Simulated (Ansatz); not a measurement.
Basis sets compared for Ga₁₃N₁₃H₃₀, a nanocrystal cut from zinc blende GaN (hydrogen-capped). Total charge 0; singlet. Geometry r2SCAN-D4/def2-SVP. Ansatz on 11 threads of AMD EPYC 7R13 on a shared host and a whole NVIDIA H100 80GB HBM3; times are rough, and most runs start from earlier orbitals.

Cartesian coordinates in Å:
```
Ga 1.8651 -0.8029 -1.4686
Ga 3.1098 1.0530 1.0480
Ga 2.8638 2.2968 -1.9116
Ga -0.3070 1.4396 -2.0281
Ga 0.9599 3.2728 0.4942
Ga 2.1232 -2.2087 1.5784
Ga 0.9842 -3.9179 -0.9012
Ga -1.2141 -1.5601 -1.5398
Ga -0.9247 -2.9579 1.5080
Ga -0.0604 0.1620 0.8836
Ga -2.3882 2.4499 0.4160
Ga -3.2861 -0.5192 0.8997
Ga -3.5154 0.7276 -2.0600
N 3.0901 0.6147 -0.8222
N 2.1793 -2.3963 -0.3326
N 3.3535 -0.6863 2.0176
N 0.0670 -0.1798 -0.9807
N 1.2306 1.5427 1.4071
N 0.9857 2.7873 -1.3643
N -2.1049 2.0271 -1.4363
N -0.9434 3.7507 0.9109
N 0.3183 -1.4735 1.8978
N -0.8038 -3.1299 -0.4015
N -2.9838 -0.8790 -0.9629
N -2.7380 -2.1832 1.8770
N -1.8656 0.7818 1.3352
H 2.1071 -1.1210 -2.9771
H 4.1532 2.0695 1.6155
H 2.8771 1.9293 -3.4354
H 3.8267 3.3839 -1.2937
H -0.2356 1.2975 -3.5806
H 1.8723 4.4248 1.0275
H 2.4951 -3.4107 2.5062
H 1.0592 -4.0773 -2.4588
H 1.2564 -5.1177 0.0874
H -1.2146 -1.9381 -3.0539
H -0.7378 -4.2051 2.4319
H -3.7531 3.0417 0.8964
H -4.7054 -0.1077 1.4097
H -3.2892 0.4119 -3.5787
H -4.8991 1.2375 -1.4976
H 4.0332 0.3091 -1.0908
H 3.1099 -2.7436 -0.5943
H 4.3111 -1.0054 1.8367
H 3.3475 -0.5201 3.0287
H 1.1626 1.7281 2.4142
H 0.8132 3.6336 -1.9200
H -2.3203 2.8628 -1.9934
H -1.1489 4.6333 0.4309
H -1.0271 3.9964 1.9021
H 0.2500 -1.2898 2.9052
H -1.4550 -3.8660 -0.6998
H -3.6650 -1.5842 -1.2688
H -3.4302 -2.9077 1.6590
H -2.8531 -2.0432 2.8855
H -1.9353 0.9670 2.3422
```

Single mean-field runs in def2-SVP, def2-TZVP are fitted with def2-universal-jkfit.

Binding counts from free atoms (Ga doublet, N quartet, H doublet) in the same basis, without a counterpoise term.

| level | functions | energy (Eh) | HOMO (eV) | LUMO (eV) | binding per atom (eV) | wall time |
| --- | --- | --- | --- | --- | --- | --- |
| PBE-D4/def2-SVP | 748 | -25745.5549 | -5.83 | -1.35 | 3.42 | 4.4 s |
| PBE0-D4/def2-SVP | 748 | -25746.1600 | -7.07 | -0.50 | 3.38 | 6 s |

(1) Estimate the rows for PBE-D4/def2-TZVP, PBE0-D4/def2-TZVP (with forces).

Results:

(1) 
```csv
level,functions,energy (Eh),HOMO (eV),LUMO (eV),binding per atom (eV),wall time
PBE-D4/def2-TZVP,1207,-25749.5762,-5.91,-1.75,3.39,7 s
PBE0-D4/def2-TZVP (with forces),1207,-25750.1577,-7.12,-0.96,3.34,14 s
```
